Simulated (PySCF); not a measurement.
Which determinant of WH lies lowest?

Unrestricted PBE0; basis H def2-TZVPPD, W def2-TZVPPD with ECP60; scalar-relativistic core potentials; PySCF 2.14. Outer shells of the fragments: H 1s1; W 5d4 6s2.

Followed along the bond (rough minima from three points):

```json
{"2Ms+1": "6", "unpaired": "σ ↑, π ↑↑, δ ↑↑", "⟨S²⟩ at the start": "8.76", "R at minimum (Å)": "1.71", "Te (eV)": "0.00"}
{"2Ms+1": "4", "unpaired": "π ↑↑, δ ↑", "⟨S²⟩ at the start": "3.77", "R at minimum (Å)": "1.67", "Te (eV)": "1.18"}
{"2Ms+1": "4", "unpaired": "π ↑, δ ↑↑", "⟨S²⟩ at the start": "3.79", "R at minimum (Å)": "1.69", "Te (eV)": "1.42"}
{"2Ms+1": "2", "unpaired": "π ↑↑, δ ↓", "⟨S²⟩ at the start": "2.48", "R at minimum (Å)": "1.69", "Te (eV)": "1.66"}
```

Solutions found at the starting distance of 1.605 Å, counted from the lowest of them; the search is not exhaustive and high or unbound solutions are not listed, so other states can lie among these:

```json
{"2Ms+1": "6", "unpaired": "σ ↑, π ↑↑, δ ↑↑", "term": "⁶Σ⁺", "E (eV)": "0.00", "⟨S²⟩": "8.76", "⟨Lz²⟩": "0.00", "μ (D)": "1.87"}
{"2Ms+1": "4", "unpaired": "π ↑↑, δ ↑", "term": "⁴Δ", "E (eV)": "1.12", "⟨S²⟩": "3.77", "⟨Lz²⟩": "4.00", "μ (D)": "1.32"}
{"2Ms+1": "4", "unpaired": "π ↑, δ ↑↑", "term": "mixed", "E (eV)": "1.39", "⟨S²⟩": "3.79", "⟨Lz²⟩": "1.26", "μ (D)": "1.13"}
{"2Ms+1": "2", "unpaired": "π ↑↑, δ ↓", "term": "mixed", "E (eV)": "1.63", "⟨S²⟩": "2.48", "⟨Lz²⟩": "4.73", "μ (D)": "1.61"}
{"2Ms+1": "4", "unpaired": "σ ↑, π ↑↑, δ ↑↓", "term": "mixed", "E (eV)": "1.64", "⟨S²⟩": "4.76", "⟨Lz²⟩": "8.01", "μ (D)": "1.63"}
{"2Ms+1": "4", "unpaired": "σ ↓, π ↑↑, δ ↑↑", "term": "mixed", "E (eV)": "1.73", "⟨S²⟩": "4.76", "⟨Lz²⟩": "0.00", "μ (D)": "1.58"}
```

A term symbol is given only where ⟨S²⟩ and ⟨Lz²⟩ are close to those of a pure state; real π, δ and φ orbitals otherwise mix terms. A positive dipole means H(−)W(+).

Q: Compare the gap between the two lowest followed solutions at the starting distance with the gap between their minima.

A: At PBE0 the second solution (quartet, unpaired electrons π ↑↑, δ ↑) lies +1.12 eV from the first (sextet, unpaired electrons σ ↑, π ↑↑, δ ↑↑) at 1.605 Å and +1.18 eV at the minima; the two curves relax by different amounts, since their minima lie near 1.67 and 1.71 Å.

Spin–orbit coupling is left out. With d or f electrons several states lie close, and the lowest PBE0 determinant need not be the measured ground state.
